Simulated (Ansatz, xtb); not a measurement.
FGaHNSi: which of two structures lies lower

Structure a is a singlet given by its coordinates and structure b is a singlet given by its coordinates. Both are isolated molecules in the gas phase, relaxed with B3LYP-D3(BJ)/def2-SVP.

a (Å):

```tsv
atom	x (Å)	y (Å)	z (Å)
F	-0.1905	0.0544	-0.3563
Ga	-2.3702	1.7252	-0.4167
N	-0.6782	2.4005	0.3265
Si	0.6612	1.3309	0.3485
H	-0.5636	3.3468	0.6949
```

Close contacts (Å): F1–Si4 1.69, Ga2–N3 1.97, N3–Si4 1.71, N3–H5 1.02.

b (Å):

```xyz
5

F    -2.1893    2.7107    0.9662
Ga   -2.1611   -1.7391    1.7385
N    -2.3011    0.1302    1.2619
Si   -1.5350    1.5322    1.9270
H    -2.9397    0.3297    0.4802
```

Close contacts (Å): F1–Si4 1.66, Ga2–N3 1.93, N3–Si4 1.73, N3–H5 1.03.

Energies in hartree; the thermal terms are from B3LYP-D3(BJ)/def2-SVP harmonic frequencies (ideal gas, rigid rotor, one conformer each, 298.15 K, 1 atm) and include the zero-point energy:

|  | a | b |
| --- | --- | --- |
| E, CCSD(T)/def2-TZVP | −2367.614470 | −2367.611021 |
| zero-point energy | 0.017589 | 0.017368 |
| H(298 K) − E | 0.023802 | 0.023676 |
| G(298 K) − E | −0.012934 | −0.013145 |

Question: Work out ΔE, ΔE₀, ΔH and ΔG for a → b in kcal/mol (1 Eh = 627.51 kcal/mol) and the equilibrium ratio [b]/[a].

Answer: 1. ΔE = −2367.611021 − (−2367.614470) = +0.003449 Eh = +2.16 kcal/mol.
2. ΔE₀ = ΔE + ΔZPE = +0.003449 + (−0.000221) Eh = +2.03 kcal/mol.
3. ΔH = ΔE + (−0.000126) Eh = +2.09 kcal/mol.
4. ΔG = ΔE + (−0.000211) Eh = +2.03 kcal/mol, so ΔS = (ΔH − ΔG)/T = +0.7 J/(mol K).
5. kT = 0.9442 mEh, so K = [b]/[a] = exp(−ΔG/kT) = exp(−3.43) ≈ 0.032.

Structure a is favoured at this temperature. An error of 1 kcal/mol in ΔG would change K by a factor of 5.4. Mirror images and further conformers aren't counted.

Other levels gave ΔE = +3.1 (B3LYP-D3(BJ)/def2-SVP); +1.3 (HF/def2-TZVP); +2.2 (MP2/def2-TZVP) kcal/mol. The correlated steps freeze 16 core orbitals; the filled d shell of Ga is correlated, in a basis made for valence electrons. Programs: Ansatz 0.2.0.
